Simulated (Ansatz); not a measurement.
`C[SiH](N)[GeH2][NH2]` + `N#CN` → `C[SiH](N)NC#N` + `[NH2][GeH3]`  (cleavage of the Si–Ge bond)

Program: Ansatz. Geometries: PBE0-D4/def2-TZVP. ΔE: electronic, gas phase. CCSD(T)/CBS is the MP2 limit (def2-TZVPP, def2-QZVPP) plus CCSD(T) − MP2 in def2-TZVPP, frozen cores. This one scheme is used for every species. Functionals use def2-TZVPP. B3LYP here is the variant with VWN-RPA as its local correlation; programs differ in this. For Ge outer-core shells are correlated without core-valence functions, which leaves a few kJ/mol of doubt a bond. Scalar relativity is left out up to krypton. One conformer a species, not always the lowest.

```tsv
level	ΔE (kJ/mol)	difference from CCSD(T)/CBS
PBE0-D4	-58.9	10.3
ωB97X-V	-69.2	0.0
ωB97M-V	-70.6	-1.4
B2PLYP	-72.5	-3.3
r2SCAN	-67.8	1.4
PBE0	-60.5	8.7
B3LYP	-69.7	-0.5
HF/def2-TZVPP	-89.9	-20.7
SCS-MP2/def2-TZVPP	-76.6	-7.4
CCSD(T)/def2-TZVPP	-69.6	-0.4
HF/def2-QZVPP	-92.6	-23.4
MP2/def2-QZVPP	-74.9	-5.7
SCS-MP2/def2-QZVPP	-77.8	-8.6
HF/CBS(def2)	-93.0	-23.8
MP2/CBS(def2)	-73.8	-4.6
CCSD/CBS(def2)	-71.4	-2.2
CCSD(T)/CBS	-69.2	0
```

Largest T1 diagnostic among the species: 0.014.

In def2-TZVPP, CCSD(T) changes the Hartree–Fock value by +20.3 kJ/mol (the triples alone add +2.3 kJ/mol) and MP2 by +15.6 kJ/mol. From PBE to PBE0 (25 % exact exchange), in def2-TZVPP and without D4, ΔE moves by −6.7 kJ/mol.
